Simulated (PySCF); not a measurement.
A calculated (r2SCAN, PySCF 2.14, ANO-RCC-VTZP, the spin-free X2C one-electron Hamiltonian (Gaussian nucleus)) atom or ion has these occupied shells.

| shell | electrons | orbital energy (eV) | rms radius, mean of both spins (bohr) |
| --- | --- | --- | --- |
| 1s | 2 | -108.52 | 0.487 |
| 2s | 2 | -5.740 | 2.85 |

Problem. Name the element and its charge.

Solution. Be (beryllium, neutral), in [He] 2s2, closed-shell 1S.
